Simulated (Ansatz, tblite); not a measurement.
Removing an electron: [AlBrH3]- (AlH₃Br⁻). Total charge -1; singlet. Geometry: PBE0-D4/def2-TZVPD. Ansatz, gas phase; energy differences of separate SCF runs; the oxidised species was run as a doublet alone.

```
atom   x (Å)   y (Å)   z (Å)
 Al1  -0.087  -0.147   0.117
 Br2   0.934   1.574  -1.250
  H3  -1.505  -0.515  -0.585
  H4  -0.283   0.492   1.597
  H5   0.940  -1.404   0.122
```

The xTB rows come from tblite. Correlated methods freeze 14 core orbitals; core or outer-core shells of Br are correlated, in sets that lack core-valence functions. In CCSD on the charge 0 doublet the largest single amplitude is 0.43, so its Hartree–Fock determinant may place the open shell otherwise than the density functionals do.

Question: Estimate orbital energies and vertical ionisation energies at: GFN1-xTB; GFN2-xTB; PBE0-D4/def2-TZVPD; CCSD/def2-TZVPPD; CCSD(T)/def2-TZVPPD.

Answer: 
```csv
level,−HOMO (eV),vertical IE (eV),−LUMO (eV),HOMO–LUMO gap (eV),remarks
GFN1-xTB,5.59,8.82,-1.85,7.44,–
GFN2-xTB,6.40,9.18,-0.63,7.02,–
PBE0-D4/def2-TZVPD,2.70,4.70,-3.53,6.23,–
CCSD/def2-TZVPPD,–,5.16,–,–,large T1 (0.065) (doublet)
CCSD(T)/def2-TZVPPD,–,5.13,–,–,large T1 (0.065) (doublet)
```

Run but left out: HF/def2-TZVPPD, MP2/def2-TZVPPD (neutral doublet: a determinant that CCSD turns far, T1 0.065); PBE-D4/def2-TZVPD, r2SCAN-D4/def2-TZVPD (neutral doublet: an occupied level 0.03 to 0.20 eV above an empty one).  Raw xTB energy differences between charge states are shifted by several eV; the methods need an empirical correction for them.
